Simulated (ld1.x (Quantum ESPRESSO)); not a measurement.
# Reading a pseudo-wave (chlorine)

Columns: radius, all-electron u(r) and pseudo u(r) of the 3p shell (level -8.72 eV) of chlorine in the configuration [Ne] 3s2 3p5; LDA (PZ), non-relativistic, ultrasoft scheme, ld1.x (Quantum ESPRESSO) 7.5.

```tsv
r (bohr)	all-electron	pseudo
0.078	0.1415	-0.0085
0.155	0.3020	-0.0332
0.232	0.3638	-0.0727
0.310	0.3331	-0.1257
0.388	0.2401	-0.1889
0.465	0.1157	-0.2583
0.542	-0.0209	-0.3312
0.620	-0.1579	-0.4054
0.698	-0.2854	-0.4768
0.775	-0.3973	-0.5422
0.852	-0.4935	-0.6004
0.930	-0.5744	-0.6508
1.008	-0.6394	-0.6920
1.085	-0.6890	-0.7237
1.162	-0.7255	-0.7468
1.240	-0.7508	-0.7624
1.318	-0.7659	-0.7712
1.395	-0.7723	-0.7741
1.472	-0.7717	-0.7720
1.550	-0.7652	-0.7652
1.628	-0.7538	-0.7538
1.705	-0.7387	-0.7387
1.782	-0.7208	-0.7208
1.860	-0.7003	-0.7003
1.938	-0.6781	-0.6781
2.015	-0.6550	-0.6550
```

(1) How many radial nodes do the two functions have?

(2) At about which radius was the pseudo-wave matched?

(3) Is the pseudo-wave norm-conserving?

Results:

(1) The all-electron 3p function has n − l − 1 = 1; the pseudo-wave has 0, since the states of the same l below it are removed with the core.

(2) 1.55 bohr. The columns agree to 0.0005 from 1.47 bohr on; several derivatives are matched, so the curves merge somewhat inside the radius.

(3) No, it belongs to an ultrasoft set: the norm inside the radius is not constrained, and the difference is carried by the augmentation charge.
